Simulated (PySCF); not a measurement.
AlBi: frontier orbitals

PBE0 at R = 2.834 Å; PySCF, scalar-relativistic core potentials, basis sets Al def2-SVPD, Bi def2-SVPD with ECP60. State: ³Σ⁻ (triplet), unpaired electrons π ↑↑. Only the outer orbitals are listed, counted within each symmetry, core potentials removing the inner ones.

| spin | orbital | occ. | ε (eV) | on Al (%) | main shells (%) |
| --- | --- | --- | --- | --- | --- |
| α | 7σ | 1 | -16.26 | 4 | 96 Bi s |
| α | 8σ | 1 | -9.10 | 75 | 75 Al s, 20 Bi p |
| α | 4π | 1 | -6.10 | 10 | 90 Bi p, 8 Al p |
| α | 4π | 1 | -6.10 | 10 | 90 Bi p, 8 Al p |
| α | 9σ | 1 | -5.34 | 48 | 51 Bi p, 29 Al p, 18 Al s |
| α | 5π | 0 | -1.79 | 87 | 86 Al p, 8 Bi p |
| α | 5π | 0 | -1.79 | 87 | 86 Al p, 8 Bi p |
| α | 10σ | 0 | -0.07 | 31 | 61 Bi s, 22 Al p, 12 Al d |
| β | 7σ | 1 | -14.77 | 7 | 93 Bi s |
| β | 8σ | 1 | -8.80 | 80 | 80 Al s, 16 Bi p |
| β | 9σ | 1 | -5.00 | 51 | 47 Bi p, 39 Al p, 11 Al s |
| β | 4π | 0 | -3.12 | 34 | 66 Bi p, 31 Al p |
| β | 4π | 0 | -3.12 | 34 | 66 Bi p, 31 Al p |
| β | 5π | 0 | -1.26 | 69 | 64 Al p, 26 Bi p |

Q: Which are the highest filled and the lowest empty level, where do they sit, and how wide is the gap?

A: Highest filled β 9σ at -5.00 eV (in %: 47 Bi p, 39 Al p, 11 Al s); lowest empty β 4π at -3.12 eV (in %: 66 Bi p, 31 Al p); the gap at PBE0 is 1.88 eV.

- bond order (Mayer): 1.26
- ⟨S²⟩: 2.007
- charge on Al (Mulliken, basis-dependent): 0.15
- charge on Al (Löwdin, basis-dependent): -0.02
- dipole moment (positive dipole means Al(−)Bi(+)): -0.45 D
- polarisability along the bond: 166.1 bohr³
- polarisability across the bond: 90.9 bohr³

Spin–orbit coupling is left out, which matters for elements this heavy, above all for dissociation energies. The state is the lowest determinant that a PBE0 search found; another state may lie lower at other levels.
